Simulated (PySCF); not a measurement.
## A computed series [MF3(H2O)]−

Computed with PySCF 2.14.0, PBE0, def2-SVP on the ligands, density fitting, scalar-relativistic core potentials, no spin-orbit coupling, vacuum. Each member is relaxed from one template within its symmetry. Distances are means of the shortest metal–ligand contacts, charges and spins Mulliken's; removal energies are rigid, with the ligand's formal charge and no counterpoise, so too large; for an anion taken off a cation in vacuum most of it is the attraction of opposite charges, and multiply charged cations can part far more cheaply with an electron moved from ligand to metal. lcecp potentials hold a fixed number of 4f electrons in the core, out of states, spins and gaps.

```
metal      basis on the metal  point group  M–F (Å)  M–H2O (Å)  charge on M (e)  removal of one F (eV)  strongest infrared band, degenerate modes summed (cm⁻¹)  unstable modes (below −25 cm⁻¹)
   La  lcecp-0-SVP with ECP47           C1    2.337      2.604             0.78                   4.98                                                     2756                                0
   Nd  lcecp-0-SVP with ECP50           C1    2.292      2.545             0.75                   5.10                                                     2759                                0
   Eu  lcecp-0-SVP with ECP53           Cs    2.236      2.794             0.73                   5.20                                                        –                                1
   Yb  lcecp-0-SVP with ECP60           C1    2.190      2.414             0.73                   5.42                                                     2826                                0
   Pb     def2-SVP with ECP60           Cs    2.104      3.116             0.67                   4.96                                                     1658                                0
```

Problem. What does the calculation give for Dy, lcecp-0-SVP with ECP56?

Solution. point group: C1, M–F (Å): 2.223, M–H2O (Å): 2.455, charge on M (e): 0.73, removal of one F (eV): 5.30, strongest infrared band, degenerate modes summed (cm⁻¹): 2790, unstable modes (below −25 cm⁻¹): 0.
```xyz
7

Dy    0.1173    0.1431    0.2114
F     1.4957    1.0768    1.6227
F    -2.1316   -0.1375    0.6467
F     0.8620   -1.2605   -1.2772
O    -1.7459    1.2318   -1.3333
H    -2.1481    0.6835   -0.5650
H    -1.7769    0.6345   -2.0883
```

From La to Yb the M–F distance shrinks by 0.15 Å, the lanthanide contraction, and the energy to remove one F rises by 0.44 eV.

Members with unstable modes aren't minima as they stand: saddle points kept by symmetry or, where the modes are soft, flat surfaces and noise. Moved off a saddle point of the template and relaxed again: La, Nd, Dy, Yb. One start shape was tried for each, so a minimum needn't be the lowest isomer. Oxidation states forced by the potential, rare, strongly oxidising or of another configuration in reality: [LaF3(H2O)]−, [NdF3(H2O)]−, [DyF3(H2O)]−.
